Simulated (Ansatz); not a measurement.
`[NH2][AlH][CH]=O` and `O=[CH][AlH][F]` differ in one atom or group.

Ansatz, PBE0-D4/def2-TZVP geometries, multiplicity 1. Each molecule was computed in one conformer, which needn't be the lowest.

```
                                                                                  property  `[NH2][AlH][CH]=O`
                                                         HOMO energy (PBE/def2-TZVPP) / eV               -5.04
                                                        HOMO energy (PBE0/def2-TZVPP) / eV               -6.46
                                            size of the dipole moment (PBE/def2-TZVPP) / D                1.59
ideal-gas entropy at 298 K and 1 bar (rigid rotor, harmonic PBE0-D4/def2-TZVP) / J/(mol·K)                 320
                                                     LUMO energy (ωB97M-V/def2-TZVPP) / eV                0.07
                                                      HOMO–LUMO gap (PBE0/def2-TZVPP) / eV                4.52
```

Problem. What does the change do to each property? (Best estimate.)

Solution. The calculation gave: 
```tsv
property	`O=[CH][AlH][F]`	shift
HOMO energy (PBE/def2-TZVPP) / eV	-5.55	-0.51
HOMO energy (PBE0/def2-TZVPP) / eV	-6.97	-0.51
size of the dipole moment (PBE/def2-TZVPP) / D	0.62	-0.97
ideal-gas entropy at 298 K and 1 bar (rigid rotor, harmonic PBE0-D4/def2-TZVP) / J/(mol·K)	316	-4
LUMO energy (ωB97M-V/def2-TZVPP) / eV	-0.47	-0.54
HOMO–LUMO gap (PBE0/def2-TZVPP) / eV	4.49	-0.03
```

The zero-point energy changes by -61.9 kJ/mol with -6 modes. Dipoles are sizes alone; their direction can turn. Modes under 60 cm⁻¹, often nearly free rotors, make the harmonic entropy too high.
